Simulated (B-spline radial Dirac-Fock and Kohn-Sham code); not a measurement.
## X-ray emission lines of Re⁶¹⁺

System: rhenium as Re⁶¹⁺, configuration [Ne] 3s2 3p2.

Model: relaxed Dirac-Fock hole states (ΔSCF) with Breit and QED corrections and a finite nucleus. Program: a radial atomic solver. A line energy is the difference of two single-hole energies; the list is a selection of electric-dipole transitions between resolved j subshells. The model has no electron correlation.

```tsv
line	energy (keV)	wavelength (Å)
K-L3	61.387	0.20197
K-L2	59.924	0.20690
L2-M1	9.8541	1.2582
L3-M1	8.3906	1.4776
```

Values without a named source are computed, but for edge energies of neutral atoms, which are taken from tables.
